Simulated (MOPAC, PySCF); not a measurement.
H₅NSi₂, SMILES `[H]/N=[SiH]/[SiH3]`, neutral singlet in the gas phase. 

Z-matrix (Å, degrees):
```
Si
N 1 1.6008
H 2 1.0133 1 120.88
H 1 1.4985 2 126.79 3 -0.13
Si 1 2.3302 4 115.90 2 179.95
H 5 1.4814 1 109.40 4 179.77
H 5 1.4873 6 110.51 1 -120.16
H 5 1.4874 6 110.51 7 -119.70
```
Charge 0, spin multiplicity 1.

All levels are single points at this geometry (PBE0-D3(BJ)/def2-TZVP); Pople sets use spherical d functions. Orbital energies aren't observables, and empty levels follow the basis.

| level | HOMO (eV) | LUMO (eV) | gap (eV) | dipole (D) | vertical IE, Delta-SCF (eV) |
|---|---|---|---|---|---|
| PBE-D3(BJ)/def2-TZVP in PySCF | -6.10 | -2.72 | 3.38 | 1.95 | – |
| PBE0-D3(BJ)/def2-TZVP in PySCF | -7.47 | -1.90 | 5.57 | 2.19 | – |
| B3LYP/3-21G in PySCF | -6.63 | -1.47 | 5.16 | 1.71 | – |
| B3LYP/6-311+G** in PySCF | -7.25 | -2.06 | 5.18 | 2.37 | – |
| B3LYP/LANL2DZ in PySCF | -6.83 | -1.87 | 4.97 | 2.40 | – |
| BP86/6-31G* in PySCF | -5.95 | -2.45 | 3.50 | 1.79 | – |
| M06-2X/6-31G* in PySCF | -8.58 | -0.66 | 7.92 | 2.14 | – |
| PBE/6-31G* in PySCF | -5.84 | -2.37 | 3.47 | 1.78 | 9.26 |
| HF/6-31G* in PySCF | -9.98 | 1.73 | 11.71 | 2.58 | 7.84 |
| AM1 in MOPAC | -10.00 | -0.92 | 9.08 | 1.62 | – |
| PM3 in MOPAC | -9.04 | -1.35 | 7.69 | 1.53 | – |
| PM6 in MOPAC | -9.17 | -0.79 | 8.38 | 3.07 | – |
| PM7 in MOPAC | -10.22 | -1.18 | 9.04 | 2.33 | – |
